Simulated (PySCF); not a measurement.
## Ir³⁺ (iridium, charge +3) across methods

[Xe] 4f14 5d6, high-spin 5D determinant. All numbers are calculated (PySCF 2.14, scalar relativity through the core potential, in def2-TZVPPD with the def2 core potential (60 electrons)).

```
method  E (hartree)  mean ε 5p β (eV)  mean ε 5d α (eV)  mean ε 5d β (eV)  Σ⟨r²⟩ (bohr²)   ⟨S²⟩
   UHF   -101.57648           -93.145           -44.795           -40.696          27.50  6.003
   LDA    -101.9475           -83.795           -38.284           -35.405          27.93  6.000
  BP86    -102.2792           -83.963           -38.262           -35.592          27.71  6.001
r2SCAN    -102.2322           -84.627           -38.675           -35.421          27.55  6.002
 wB97X    -102.2169           -89.017           -42.284           -39.567          27.48  6.001
  PW91    -102.2451           -83.858           -38.281           -35.478          27.73  6.001
  PBE0    -102.1833           -86.447           -40.071           -37.001          27.62  6.001
 M06-L    -102.2786           -84.282           -38.280           -35.526          27.32  6.002
   PBE    -102.2031           -83.763           -38.211           -35.391          27.74  6.001
```

Energies and moments cover only the electrons outside the core potential. Spin-orbit coupling, absent here, splits the open shell strongly.
